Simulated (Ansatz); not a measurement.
Geometry optimisation, RKS PBE-D4/def2-SVP in Ansatz 0.2.0.

input.yaml

```yaml
crystal:
  periodic: [false, false, false]
  atoms:
    - { symbol: C, position_ang: [0.4153, -2.2106, 0.1167] }
    - { symbol: Si, position_ang: [0.6791, -0.3565, 0.1116] }
    - { symbol: F, position_ang: [1.64, 0.0146, -1.1039] }
    - { symbol: "N", position_ang: [-0.6703, 0.5423, -0.1471] }
    - { symbol: C, position_ang: [-0.7259, 1.9502, -0.3946] }
    - { symbol: F, position_ang: [-0.4909, 2.5819, 0.8105] }
    - { symbol: H, position_ang: [-0.0399, -2.4902, -0.8416] }
    - { symbol: H, position_ang: [1.3318, -2.7117, 0.2481] }
    - { symbol: H, position_ang: [-0.3222, -2.4372, 0.9436] }
    - { symbol: H, position_ang: [1.2677, 0.0877, 1.4205] }
    - { symbol: H, position_ang: [-1.3554, 0.3867, 0.6831] }
    - { symbol: H, position_ang: [0.0467, 2.2868, -1.0855] }
    - { symbol: H, position_ang: [-1.7557, 2.3211, -0.7466] }
basis:
  gaussian: { orbitals: def2-SVP }
hamiltonian:
  xc: pbe
  dispersion: d4
relax:
  f_tol: 0.015
  max_steps: 40
output:
  orbitals: {}
```

Command:

```bash
$ ansatz run input.yaml --threads 2 --pin off --max-ram 3072MiB --backend cpu --events-out ev --progress --plain --runs-dir out
```

**Question.** Where does it end, and by what steps?

**Answer.** The forces met the threshold. After 22 steps the energy has fallen by 0.742 eV; H11 moved furthest, 1.42 Å.

```csv
step,energy less start (eV),largest force component (eV/Å),accepted
0,0.0000,4.759,yes
1,-0.4947,2.383,yes
2,-0.6603,0.239,yes
3,-0.6734,0.111,yes
4,-0.6707,0.285,no
5,-0.6800,0.106,yes
6,-0.6830,0.076,yes
7,-0.6867,0.177,yes
8,-0.6900,0.172,yes
9,-0.6952,0.137,yes
10,-0.6963,0.390,yes
11,-0.7047,0.187,yes
12,-0.7115,0.158,yes
13,-0.7125,0.254,yes
14,-0.7261,0.185,yes
15,-0.7311,0.189,yes
16,-0.7352,0.257,yes
17,-0.7394,0.122,yes
18,-0.7407,0.140,yes
19,-0.7415,0.104,yes
20,-0.7422,0.034,yes
21,-0.7423,0.015,yes
22,-0.7423,0.006,yes
```

```xyz
13
Properties=species:S:1:pos:R:3
C 0.343 -2.074 0.378
Si 0.820 -0.364 -0.202
F 1.637 -0.549 -1.621
N -0.595 0.621 -0.445
C -0.736 1.975 -0.049
F -1.268 2.108 1.242
H -0.371 -2.544 -0.329
H 1.230 -2.735 0.444
H -0.137 -2.030 1.377
H 1.730 0.395 0.715
H -1.471 0.165 -0.714
H 0.259 2.472 -0.050
H -1.419 2.526 -0.733
```

Whether the end is a true minimum wasn't checked by a vibrational analysis.

Run time: 47 s on 2 threads of Intel(R) Xeon(R) Platinum 8488C (Sapphire Rapids) (shared host), peak memory 0.18 GiB.
